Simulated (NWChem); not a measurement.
System: thionyl fluoride (SOF2); SMILES S(F)(=O)F

All runs: NWChem. Medium grid unless said otherwise, to which SCAN and Minnesota functionals are sensitive. Structure relaxed at the PBE0/def2-SVP level.

**Question.** Among these, which level gives the highest value of “orbital gap (eV)”?
A. Hartree-Fock/def2-TZVPD
B. M06-2X/def2-TZVPD
C. B3LYP/def2-TZVPD
D. TPSS/def2-TZVPD

**Answer.** A, Hartree-Fock/def2-TZVPD. Values: TPSS/def2-TZVPD 5.90; B3LYP/def2-TZVPD 7.71; M06-2X/def2-TZVPD 10.65; Hartree-Fock/def2-TZVPD 15.11
